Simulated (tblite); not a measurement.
Compound: C₃H₉FSeSi.
Cartesian coordinates in Å at the GFN2-xTB level; atoms count from 1:
```xyz
15
C3H9FSeSi angstrom
F     -1.6399    0.7166    1.9419
C     -2.1300    0.1397    0.7947
C     -0.9841   -0.3055   -0.1036
C     -0.1814    0.8850   -0.5999
Se     1.2915    0.3522   -1.8025
Si     2.6570   -0.6411   -0.2733
H     -2.7418   -0.7114    1.1102
H     -2.7569    0.8937    0.3073
H     -1.4012   -0.8566   -0.9482
H     -0.3349   -0.9784    0.4614
H      0.2594    1.4362    0.2322
H     -0.8062    1.5617   -1.1857
H      2.1632   -1.9833    0.0362
H      2.6411    0.1923    0.9253
H      3.9598   -0.6931   -0.9179
```

Computed with GFN2-xTB (tblite): harmonic, unscaled wavenumbers at the GFN2-xTB geometry, gas phase. The method is semi-empirical: single wavenumbers can be off by several per cent or more. Modes of hydrogen on silicon can be 10 to 20 % off. One conformer, not necessarily the lowest.

Harmonic wavenumbers (cm⁻¹): 37.8, 51.8, 96.0, 106.4, 160.7, 206.0, 247.2, 372.0, 443.8, 512.6, 524.6, 627.2, 735.8, 754.3, 761.6, 784.2, 888.8, 912.2, 1008.1, 1069.7, 1093.2, 1143.1, 1195.0, 1229.6, 1253.1, 1321.4, 1329.9, 1434.4, 1445.3, 1462.4, 2258.6, 2287.7, 2338.9, 2945.4, 2952.2, 2964.3, 2969.4, 2983.6, 2992.5.

A = 3041, B = 825.6, C = 699.4 MHz; mass 171.962 u (most abundant isotopes); point group C1, symmetry number 1.

Q: What is the zero-point energy?

A: ½Σν̃ = 23950 cm⁻¹ = 68.48 kcal/mol.

Q: What is S at 500 K and 1 bar for an ideal gas of classical rigid rotors and harmonic oscillators?

A: Translation 43.93, rotation 31.14, vibration 45.38: S = 120.4 cal/(mol K).

Q: And Cp and H(500 K) − H(0)?

A: Cp = 47.39 cal/(mol K), of which vibrations give 39.44 (their classical limit is 39 R = 77.5); H(500 K) − H(0) = 14.82 kcal/mol without the zero-point energy, 10.85 from vibrations.

Q: What must be added to the electronic energy to get the Gibbs energy at 500 K and 1 bar?

A: ZPE + [H(500 K) − H(0)] − T·S = 68.48 + 14.82 − 60.22 = 23.08 kcal/mol.

Q: How do the functions run with temperature in this model?

A: 
```tsv
T (K)	S (cal/(mol K))	Cp (cal/(mol K))	H − H(0) (kcal/mol)	G − H(0) (kcal/mol)	ln q(vib)
150	80.7	22.4	2.40	-9.71	3.63
250	94.0	30.0	5.02	-18.47	6.18
298.15	99.6	33.8	6.55	-23.13	7.34
400	110.6	41.2	10.38	-33.84	9.70
600	129.6	52.5	19.82	-57.91	14.06
900	153.1	63.4	37.35	-100.43	20.03
```

q(vib) and H(0) count from the zero-point level.

Hindered rotation and anharmonicity are outside this model. Other conformers, if any are populated, would add a mixing term that is left out. The structure is chiral; the term R ln 2 for an equal mix with its mirror image is left out.

Hardware: x86-64 server, one thread, shared host. This covers the Hessian and the dipole derivatives.
